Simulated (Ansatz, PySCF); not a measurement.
Gas-phase reaction in SMILES: N[Si](O)(O)O -> N[Si]([O])(O)O + H atom (the H-O bond at the site shown breaks; other sites are not compared here)
Geometries: B3LYP-D3(BJ)/def2-TZVP minima from Ansatz (a first-principles code), one conformer each, not searched for the lowest. Frequencies are from Ansatz or PySCF.

Property: bond dissociation energy (0 K, with B3LYP-D3(BJ) harmonic zero-point energies), in kcal/mol. Correlated levels leave the core frozen unless marked. UHF or UKS for open shells. Spin-orbit coupling is left out. No relativistic terms. CBS marks a two-point X^-3 extrapolation of the correlation energy; Hartree-Fock from the larger set.

| level | program | bond dissociation energy (kcal/mol) |
|---|---|---|
| PBE-D4/def2-TZVPD | Ansatz + dftd4 | 105.3 |
| r2SCANh-D4/def2-TZVPD | Ansatz + dftd4 | ? |
| CAM-B3LYP-D4/def2-TZVPD | Ansatz + dftd4 | ? |
| LC-wPBE/def2-TZVPD | Ansatz | 115.1 |
| B2PLYP-D4/def2-TZVPD | Ansatz + dftd4 | ? |
| RPA@PBE/cc-pV(Q+d)Z | Ansatz | ? |
| CCSD/STO-3G | Ansatz | 102.4 |
| CCSD(T)/CBS(cc-pV(T+d)Z,cc-pV(Q+d)Z) | Ansatz | 119.9 |

Q: What belongs in the gaps?

A: 
- r2SCANh-D4/def2-TZVPD, bond dissociation energy (kcal/mol): 109.2
- CAM-B3LYP-D4/def2-TZVPD, bond dissociation energy (kcal/mol): 114.3
- B2PLYP-D4/def2-TZVPD, bond dissociation energy (kcal/mol): 114.5
- RPA@PBE/cc-pV(Q+d)Z, bond dissociation energy (kcal/mol): 109.8
